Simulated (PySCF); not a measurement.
Computed shifts of a molecule C2H4F2Si2, PBE/pcSseg-1 (PySCF), GIAO, gas phase, equivalent atoms averaged, in ppm (number of nuclei): ²⁹Si: -45.2 (1), -97.9 (1). ¹³C: 116.3 (1), 112.4 (1). ¹⁹F: -166.0 (2). ¹H: 5.42 (1), 4.75 (3). References: ²⁹Si against TMS (σ = 335.4 ppm); ¹³C against TMS (σ = 182.0 ppm); ¹⁹F against CFCl3 (σ = 133.6 ppm); ¹H against TMS (σ = 31.49 ppm), references at their B3LYP-D3(BJ)/def2-TZVP geometries, non-relativistic. The structure is a stationary point at PBE-D3(BJ)/def2-SVP. Other conformers were not sampled.

Task: Identify the compound among the candidates.
A) FC1=C(F)[SiH2][SiH2]1
B) F[SiH](F)C#C[SiH3]
C) F[SiH2]C#C[SiH2]F
D) F[Si@H]1C=C[Si@@H]1F

Result: B, F[SiH](F)C#C[SiH3]
